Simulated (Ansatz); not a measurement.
A trace of molecular dynamics of ClFGe2H4O (9 atoms, charge 0, multiplicity 1).

Level of theory: Ansatz, RKS PBE/def2-SVP.

```yaml
ensemble: NVT, Nosé–Hoover chain
set_temperature: 300 K
thermostat: time constant 100 fs, chain length 3 (defaults)
seed: 985829
```

```tsv
time (fs)	T (K)	potential energy less start (eV)	conserved less start (meV/atom)
0	300	0.000	0.00
8	6316	1.797	809.42
16	18996	6.925	3542.34
24	10672	6.854	3537.15
32	6645	6.803	3537.53
40	4090	6.718	3532.14
48	2601	6.702	3529.37
56	1689	6.756	3530.48
64	1164	6.738	3528.05
72	873	6.670	3525.16
80	674	6.627	3523.37
88	532	6.626	3525.41
96	418	6.638	3527.65
104	355	6.597	3526.13
112	319	6.538	3523.46
120	278	6.515	3522.89
128	246	6.514	3524.46
136	227	6.504	3525.79
144	240	6.446	3524.71
152	291	6.348	3523.09
160	372	6.228	3522.95
```

Question: Can this run be trusted? Judge the integration.

Answer: The conserved energy changed by up to 3600 meV per atom, so the integration failed: the time step of 4 fs is too long for the fastest motions that this run met, and the later frames carry no physical meaning.

Run time: 22 s on 4 threads of AMD EPYC 9R45 96-Core Processor (Zen 5), with other jobs on the host, peak memory 0.22 GiB.
